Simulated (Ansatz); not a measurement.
Ideal-gas functions of CH3Cl2FSi, SMILES `FC([SiH3])(Cl)Cl` at 800 K and 1 bar, from an Ansatz frequency run at PBE0-D4/def2-TZVP.

Molar mass 133.02 g/mol, point group Cs (symmetry number 1), electronic degeneracy 1, moments of inertia 217.48, 222.144, 310.09 u Å². Harmonic wavenumbers (cm⁻¹, unscaled): 152, 167, 181, 285, 340, 371, 494, 600, 635, 792, 868, 921, 934, 940, 1110, 2250, 2266, 2278.

Use S(trans) = R[1.5 ln M + 2.5 ln T − 1.1517]; rotational temperatures θ = 24.2544 K / I; S(rot) = R[ln(√π/σ · √(T³/θAθBθC)) + 1.5]; for each mode x = 1.438777 ν̃/T, S = R[x/(eˣ − 1) − ln(1 − e⁻ˣ)] and H = RT x/(eˣ − 1); 1 cm⁻¹ = 0.0119627 kJ/mol; R = 8.31446 J/(mol·K).

By hand: the entropy, in J/(mol·K).

Translation 190.4. Rotation: θ = 0.1115, 0.1092, 0.0782 K, giving 129.5. Vibration, mode by mode: 19.12, 18.35, 17.68, 13.96, 12.53, 11.83, 9.57, 8.07, 7.65, 6.04, 5.41, 5.01, 4.92, 4.87, 3.82, 0.75, 0.73, 0.72, in all 151.0. Electronic 0.0. Sum 470.9 J/(mol·K).

By hand: H − E and G − E in kJ/mol, counted from the electronic energy.

Zero-point energy ½ × 15584 × 0.0119627 = 93.2; thermal vibration 60.1; translation, rotation and pV give 4 RT = 26.6. H − E = 179.9 kJ/mol, and G − E = 179.9 − 800 × 470.9/1000 = -196.8 kJ/mol.

Vibration gives 32 % of the entropy.
